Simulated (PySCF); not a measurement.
From computed data to an observable: oscillator strength and radiative lifetime

Mg(NH2)(SeH) (H3MgNSe), SMILES [NH2][Mg][SeH].

Coordinates come from a B3LYP-D3(BJ)/def2-TZVP optimisation. The values are those of a single conformer.

TDDFT-ωB97X/def2-SVPD run with PySCF puts the first singlet state with f over 0.02 at 4.60 eV (vertical), with the transition dipole (0.741, -0.035, 0.000) in atomic units.

Find the oscillator strength, the wavelength and the radiative lifetime that this transition would have in vacuum if emission retraced absorption.


|μ|² = 0.5503 au, so |μ| = 1.89 D. ΔE = 4.60/27.211 = 0.1690 hartree. f = (2/3) ΔE |μ|² = 0.062 (the program prints 0.062).
λ = 1239.84/4.60 = 270 nm; ν = 37101 cm⁻¹.
Einstein's coefficient A = 0.6670 ν² f s⁻¹ (ν in cm⁻¹) = 5.7e7 s⁻¹, so τ = 1/A = 18 ns. This state is S1. The figure is the radiative limit of this one transition; relaxation, internal conversion, crossing to triplets and a medium change what is measured.
